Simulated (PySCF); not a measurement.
PySCF input file for ClHSi, SMILES [SiH]Cl (connectivity only; charge and spin as stated), charge -1, multiplicity 2, PBE/pcH-1. Coordinates come from a PBE-D3(BJ)/def2-TZVPD optimisation. The multiplicity is an assumed one; other spin states were not compared. The isomer is the one that the SMILES or the coordinates give; other isomers of the formula were not compared.

```python
import numpy as np
from pyscf import gto, scf, dft
from pyscf.prop.hfc import uks as hfc
from pyscf.prop.gtensor import uks as gtensor

mol = gto.M(
    atom='''
    Si    0.11085682    1.19782866    0.00000000
    H    -1.44248737    1.36976751    0.00000000
    Cl   -0.00644166   -1.06702169    0.00000000
    ''',
    basis='pcH-1',
    charge=-1,
    spin=1,
    max_memory=1600,
    verbose=3,
)
mf = dft.UKS(mol, xc='pbe')
mf.grids.level = 3
mf.conv_tol = 1e-10
mf.max_cycle = 100
mf.kernel()
fine, coarse = mf.grids, dft.Grids(mol).set(level=1).build(with_non0tab=True)
for _ in range(3):  # follow internal instabilities
    mf.grids = coarse
    mo, _, stable, _ = mf.stability(return_status=True, nroots=4)
    mf.grids = fine
    if stable:
        break
    mf.kernel(mf.make_rdm1(mo, mf.mo_occ))
A = hfc.HFC(mf).make_fcdip(mf.make_rdm1())  # Fermi contact and dipolar terms, MHz
print('atom   A(iso)/MHz   principal dipolar parts/MHz')
for i, a in enumerate(A):
    w = np.linalg.eigvalsh((a + a.T) / 2)
    print(f'{mol.atom_symbol(i):2s}{i + 1:3d} {w.mean():12.2f}', (w - w.mean()).round(2))
gt = gtensor.GTensor(mf)
gt.dia_soc2e, gt.para_soc2e, gt.so_eff_charge = None, None, True
gt.max_cycle_cphf = 60
g = gt.kernel()
```

Output:

```

WARN: HOMO -0.134157068227874 >= LUMO -0.1341570682279

converged SCF energy = -749.964970261457  <S^2> = 0.75333338  2S+1 = 2.0033306
<class 'pyscf.dft.uks.UKS'> wavefunction is stable in the internal stability analysis
atom   A(iso)/MHz   principal dipolar parts/MHz
Si  1         8.67 [-170.28   81.71   88.57]
H   2       -30.53 [-11.22   4.04   7.19]
Cl  3         3.08 [-14.13 -10.1   24.23]
SOC(1e)/OZ [3.72538038e-03 1.12121925e-02 2.45278235e-05]
free electron g 2.00231930436182
g-tensor total [2.0060595  2.01355388 2.00227797]
g-shift (ppt) [ 3.74019824 11.23457772 -0.04133027]
```

The calculation finished and met its thresholds.

Cost: about 14 core-seconds (a rough figure).
